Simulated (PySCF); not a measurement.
# Structure from 2D NMR

Compound of formula C$_{5}$H$_{12}$Si$_{3}$. Correlations simulated from computed shifts and the bond graph:

HSQC (one-bond C–H):
```csv
δH,δC
6.70,146.5
6.49,146.5
6.33,137.0
2.07,105.9
-0.63,-14.5
```

COSY cross peaks (H two or three bonds apart, from the bond graph; peaks can be absent where the dihedral angle is near 90°):
```csv
δH,δH
6.70,6.49
6.70,6.33
6.49,6.33
6.33,5.10
5.10,-0.63
4.11,-0.63
4.03,-0.63
```

HMBC (two and three bonds, from the bond graph):
```csv
δH,δC
6.70,137.0
6.49,137.0
6.33,"146.5, 87.8, -14.5"
5.10,"146.5, 137.0, 105.9, 87.8, -14.5"
4.11,-14.5
4.03,-14.5
2.07,87.8
-0.63,"137.0, 87.8"
```

Carbons without hydrogens: δ 87.8.

[PySCF 2.14: structure optimised with GFN2-xTB; PBE0/pcSseg-1 with gauge-including orbitals; isolated molecule; a single conformation; one averaged value for each set of equivalent atoms; no relativistic terms]

References, each an isolated molecule treated in the same way: 1H and 13C vs TMS.

Exchangeable hydrogens are left out of these lists.

Question: Work out the connectivity.

Answer: `C#C[Si@H](C=C)C([SiH3])[SiH3]`.

Atom-mapped SMILES (the numbers label the heavy atoms): `[CH:1]#[C:2][Si@H:3]([CH:4]=[CH2:5])[CH:6]([SiH3:7])[SiH3:8]`. Each H is labelled by its parent atom. Ha(C5) is cis to Si3; Hb(C5) is trans to Si3.

- δC 146.5 is C5, a terminal =CH2 carbon (δH 6.49, 6.70).
- δC 137.0 is C4, an alkene CH (δH 6.33).
- δC 105.9 is C1, a terminal alkyne carbon (δH 2.07).
- δC 87.8 is C2, an alkyne carbon.
- δC -14.5 is C6, an sp3 CH bonded to 3 Si (δH -0.63).
- HMBC from δH 6.33 reaches the proton-free carbon C2.
- HMBC from δH 5.10 reaches the proton-free carbon C2.
- HMBC from δH 2.07 reaches the proton-free carbon C2.
- HMBC from δH -0.63 reaches the proton-free carbon C2.
- COSY links 6.70–6.49, 6.70–6.33, 6.49–6.33, 6.33–5.10, 5.10–-0.63, 4.11–-0.63.

This is the structure that produced the data.

Shifts are as computed. Against solution values, carbons near 30 ppm lie about +3 ppm off and those near 130 ppm about +5 ppm. Of 1211 compounds with measured shifts, 218 miss one by over three times the rms of a fit or turn the order of signals round; such compounds aren't used in these exercises.
